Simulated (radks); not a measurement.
The numbers below are computed, except where a source is named.
Q: Neutral rhodium is in [Kr] 4d8 5s1. Code: a radial shooting solver on a logarithmic mesh with Libxc functionals. Model: scalar-relativistic Kohn-Sham, r2SCAN, spin-polarised, spherical densities, finite nucleus; meta-GGA in the generalised Kohn-Sham scheme; Fermi nuclear charge, rms radius of each element as measured or else 0.836 A^(1/3) + 0.57 fm. Open shells are filled with parallel spins first. One electron is removed from 5s, 4s, 4p, 4d in turn, with full relaxation. Which removal costs least, and what does each cost?

A: 5s 7.740 eV; 4d 9.713 eV; 4p 56.604 eV; 4s 89.697 eV. The 5s electron leaves first.
